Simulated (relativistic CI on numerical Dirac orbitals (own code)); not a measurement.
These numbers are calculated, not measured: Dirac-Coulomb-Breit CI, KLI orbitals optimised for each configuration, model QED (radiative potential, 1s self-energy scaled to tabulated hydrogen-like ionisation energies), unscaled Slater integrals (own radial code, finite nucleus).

The strongest absorption lines from the ground level of an ion, among the configurations computed and to levels below about 535 eV (vacuum wavelength in nm, gf): 4.5158 (0.13), 4.8482 (1.7), 4.8772 (2.7), 4.8864 (1.8), 4.8867 (3), 6.4825 (0.66), 6.6936 (2.2), 6.8130 (1.2).

Q: Which ion is it?
A. Yb35+
B. Os41+
C. Ho32+
D. Ta38+

A: D. Ta38+ has 35 electrons and the ground level 4s2.4p5 2P°_3/2; the strongest line goes to 4s2.4p4.4d 2D_5/2. The pattern of lines fixes the number of electrons, and along that sequence the line energies rise steadily with the charge (about as its square where n changes within one kind of shell, about linearly where n is kept but much faster in heavy ions where fine structure, which grows about as Z⁴, sets the gap, and irregularly where shells cross), which fixes Z. Configurations outside the model, such as inner-shell arrays, can give stronger lines. At this charge energies of transitions that change n are usually good to better than 1 %, and those within a shell (Δn = 0) to a few per cent.

LS names give the leading component of a level, which can be under half, so a name can repeat, a term be missing and a line seem to break the LS rules.
